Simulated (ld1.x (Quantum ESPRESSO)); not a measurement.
Ranking TM potentials for vanadium

All share these settings but for the change named:

```json
{
  "Element": "V (Z = 23)",
  "Generator": "ld1.x (Quantum ESPRESSO) 7.5",
  "Type": "norm-conserving Troullier–Martins (Kleinman–Bylander form)",
  "Functional": "PBEsol",
  "Relativity": "fully relativistic",
  "Frozen core": "[Ne]",
  "Valence charge": "13",
  "Reference configuration": "3s2 3p6 3d3 4s0 4p0 (charge +2)",
  "Partial waves": "3s (bound): rc 0.85 bohr; 3p (bound): rc 1.55 bohr; 3d (bound): rc 2.20 bohr",
  "Local potential": "the d channel",
  "Core correction": "a·sin(br)/r model core, default radius (core density twice the valence density)"
}
```

Open shells are filled in proportion to 2j + 1 (rel_dist='average').

Test errors are all-electron minus pseudo excitation energies from the reference, over 3s2 3p6 3d3 4s2 4p0; 3s2 3p6 3d3 4s1 4p0; 3s2 3p6 3d2 4s0 4p0; 3s2 3p6 3d3.5 4s1.5 4p0; 3s2 3p6 3d2 4s2 4p1; 3s2 3p6 3d1 4s0 4p0; 3s2 3p5 3d3 4s2 4p0. None of these files shows a bound ghost.

The base gives 869.3 meV.

Of 10 variants that were run, those that failed, showed a ghost or another fault, or gave nearly equal values are left out.

A variant can come out equal or close to the base, since the largest error may sit in a test that the change hardly touches while other tests move.

Question: Rank these variants by their largest absolute test error, smallest first.
A. all radii but the core radius scaled by about 0.89 (s 0.76, p 1.38, d 1.96 bohr)
B. core correction none
C. local potential all-electron potential smoothed inside 0.65 bohr (lloc = -2)

Answer: A (643.5 meV), B (870.6 meV), C (994.2 meV).
